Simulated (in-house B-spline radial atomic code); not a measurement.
A fraction x of an electron is removed from 3p in Ar+, starting from [Ne] 3s2 3p5 and keeping the highest spin. Level of theory: scalar-relativistic (X2C) wB97X, spin-polarised, spherical fractional occupations, Fermi nucleus of rms radius 3.4274 fm; calculated with a B-spline radial code for spherical atoms.

Caution: exact exchange at fractional occupations of open shells leaves self-interaction of up to several eV.

| x | E(x) - E(0) (eV) | 3p down level (eV) |
| --- | --- | --- |
| 0 | 0.0000 | -23.074 |
| 0.07 | 1.6374 | -23.710 |
| 0.18 | 4.3010 | -24.719 |
| 0.31 | 7.5927 | -25.925 |
| 0.47 | 11.8605 | -27.427 |
| 0.5 | 12.6876 | -27.711 |
| 0.6 | 15.5061 | -28.661 |
| 0.68 | 17.8296 | -29.427 |
| 0.76 | 20.2146 | -30.197 |
| 0.96 | 26.4481 | -32.143 |
| 1 | 27.7417 | -32.535 |

The exact functional would give a straight line between the two integer points. Deviations E(x) - E(0) - x[E(1) - E(0)], in eV: -0.305 at x = 0.07, -0.693 at x = 0.18, -1.007 at x = 0.31, -1.178 at x = 0.47, -1.183 at x = 0.5, -1.139 at x = 0.6, -1.035 at x = 0.68, -0.869 at x = 0.76, -0.184 at x = 0.96.

The curve lies below the straight line by up to 1.183 eV (at x = 0.5): convex, the delocalisation error, to which spherically averaged exact exchange adds.

How well does Slater's transition state (minus the level at half occupation) give the ionisation energy?

It gives 27.711 eV against 27.742 eV from the two total energies; NIST lists 27.63 eV, ground level to ground level. The end point has an open shell averaged over its orbitals, so its exact exchange keeps a self-interaction and this is no true integer point.
